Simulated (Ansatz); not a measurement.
`FCC(F)(F)OCC(F)(F)F` + H₂ → `FCC(F)F` + `OCC(F)(F)F`  (hydrogenolysis of a C–O bond)

Computed with Ansatz on PBE0-D4/def2-TZVP structures; ΔE is electronic, products minus reactants. CCSD(T)/CBS is the MP2 limit (def2-TZVPP, def2-QZVPP) plus CCSD(T) − MP2 in def2-TZVPP, frozen cores. This one scheme is used for every species. Functionals use def2-TZVPP. Each species was taken in one conformer, which may not be the lowest.

CCSD(T)/CBS gives -42.8 kJ/mol.

Problem. Another level gave -56.8 kJ/mol. Which?
A. ωB97X-V/def2-TZVPP
B. BHLYP-D4/def2-TZVPP
C. BHLYP/def2-TZVPP
D. BLYP/def2-TZVPP

Solution. D. BLYP -56.8, BHLYP-D4 -44.0, BHLYP -52.4, ωB97X-V -36.7 kJ/mol.

Largest T1 diagnostic among the species: 0.012.

From r2SCAN to r2SCAN0 (25 % exact exchange), in def2-TZVPP and without D4, ΔE moves by −4.0 kJ/mol. The D4 term adds +11.2 kJ/mol with B3LYP and +6.6 kJ/mol with PBE0; it sums over pairs of atoms, weighted by their polarisabilities, and B3LYP, whose exchange is more repulsive, gets the larger term. At CCSD(T), def2-SVP lies +20.2 kJ/mol from the extrapolated value and def2-TZVPP +2.8 kJ/mol.

CCSD(T)/CBS has its own doubt, a few kJ/mol and more with outer-core shells, so smaller differences from it don't rank the levels.

B3LYP here is the variant with VWN-RPA as its local correlation; programs differ in this.
